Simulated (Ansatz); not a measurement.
Steps of a relaxation of Cl$_{3}$FZr, SMILES `[F][Zr]([Cl])([Cl])[Cl]` with RKS PBE0-D4/def2-TZVP.

```sh
$ ansatz run in.yaml --threads 4 --pin off --events-out ev --progress --plain --max-ram 10444MiB
```

```yaml
crystal:
  periodic: [false, false, false]
  atoms:
    - {symbol: F, position_ang: [-0.431107, -0.301679, 1.894427]}
    - {symbol: Zr, position_ang: [-0.008226, -0.026516, 0.069299]}
    - {symbol: Cl, position_ang: [1.837488, -1.348678, -0.496100]}
    - {symbol: Cl, position_ang: [-1.849308, -0.629171, -1.242951]}
    - {symbol: Cl, position_ang: [0.501053, 2.232343, -0.266075]}
basis:
  gaussian: {orbitals: def2-TZVP}
hamiltonian: {xc: pbe0, dispersion: d4}
relax: {f_tol: 0.005, max_steps: 150}
```

Positions (Å) and forces (eV/Å) along the path, 4 of 4 steps:

```xyz
5
step=1 energy=-41561.6415 eV
F    -0.431   -0.302    1.894    0.109    0.071   -0.474
Zr   -0.008   -0.027    0.069   -0.042   -0.028    0.184
Cl    1.837   -1.349   -0.496   -0.250    0.180    0.073
Cl   -1.849   -0.629   -1.243    0.251    0.082    0.175
Cl    0.501    2.232   -0.266   -0.068   -0.305    0.042
5
step=2 energy=-41561.6509 eV
F    -0.428   -0.299    1.879   -0.006   -0.004    0.027
Zr   -0.008   -0.026    0.069   -0.036   -0.023    0.154
Cl    1.816   -1.332   -0.493    0.148   -0.106   -0.047
Cl   -1.826   -0.621   -1.230   -0.147   -0.048   -0.106
Cl    0.496    2.206   -0.266    0.041    0.181   -0.028
5
step=3 energy=-41561.6537 eV
F    -0.428   -0.300    1.881    0.007    0.004   -0.029
Zr   -0.008   -0.027    0.071   -0.008   -0.005    0.034
Cl    1.823   -1.338   -0.494    0.006   -0.005   -0.001
Cl   -1.834   -0.624   -1.234   -0.007   -0.002   -0.003
Cl    0.497    2.215   -0.266    0.002    0.008    0.000
5
step=4 energy=-41561.6537 eV
F    -0.428   -0.299    1.880    0.000    0.000   -0.001
Zr   -0.008   -0.027    0.070    0.000    0.000    0.000
Cl    1.824   -1.339   -0.493    0.000    0.000    0.000
Cl   -1.835   -0.624   -1.234    0.000    0.000    0.000
Cl    0.497    2.216   -0.265    0.000    0.000    0.000
```

Run time 18 s (4 threads of an Arm Neoverse V1 on a shared host); peak host memory 0.53 GiB.
